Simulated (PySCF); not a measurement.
A calculated (B3LYP, PySCF 2.14, 6-31G*, no relativity, point nucleus) atom or ion has these occupied shells.

```tsv
shell	electrons	orbital energy (eV)	rms radius, mean of both spins (bohr)
1s α	1	-5374.8	0.0776
1s β	1	-5374.8	0.0776
2s α	1	-623.48	0.337
2s β	1	-622.41	0.337
2p α	3	-528.29	0.305
2p β	3	-527.39	0.305
3s α	1	-90.622	1.03
3s β	1	-87.280	1.03
3p α	3	-64.272	1.11
3p β	3	-60.727	1.11
3d α	3	-24.231	1.43
```

Question: Name the element and its charge.

Answer: V²⁺ (vanadium, charge +2), in [Ar] 3d3, high-spin 4F determinant.
